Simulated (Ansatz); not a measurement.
Isolated molecules relaxed with PBE0-D4/def2-TZVP in Ansatz; ΔE leaves out vibrations. CBS: MP2 limit from def2 TZ/QZ plus the TZ coupled-cluster correction, frozen cores. DFT in def2-TZVPP. For Se outer-core shells are correlated without core-valence functions, which leaves a few kJ/mol of doubt a bond. Scalar relativity is left out up to krypton. Each species was taken in one conformer, which may not be the lowest.

Consider the ligand exchange at the Se–Al bond: `[CH3][Al]([CH3])[SeH]` + H₂Se → `[SeH][SeH]` + `[CH3][AlH][CH3]`.

```json
{"level": "revPBE", "ΔE (kcal/mol)": "29.2"}
{"level": "PBE0", "ΔE (kcal/mol)": "31.4"}
{"level": "HF/def2-QZVPP", "ΔE (kcal/mol)": "31.4"}
{"level": "MP2/def2-QZVPP", "ΔE (kcal/mol)": "34.3"}
```

Question: What does CCSD(T)/CBS give? (Estimate.)

Answer: Ansatz gave: +33.4 kcal/mol. The listed levels differ from it by -4.2, -2.0, -2.0, 0.9 kcal/mol.

Largest T1 diagnostic among the species: 0.009.

Leaving LDA and LC-ωPBE aside and taking each functional with its dispersion term where it has one, the values, not all of them listed here, spread over 4.8 kcal/mol, from BLYP-D4 to PBE-QIDH. LDA lies +2.2 kcal/mol from PBE without D4. In def2-TZVPP, CCSD(T) changes the Hartree–Fock value by +1.7 kcal/mol (the triples alone add +0.1 kcal/mol) and MP2 by +2.7 kcal/mol.
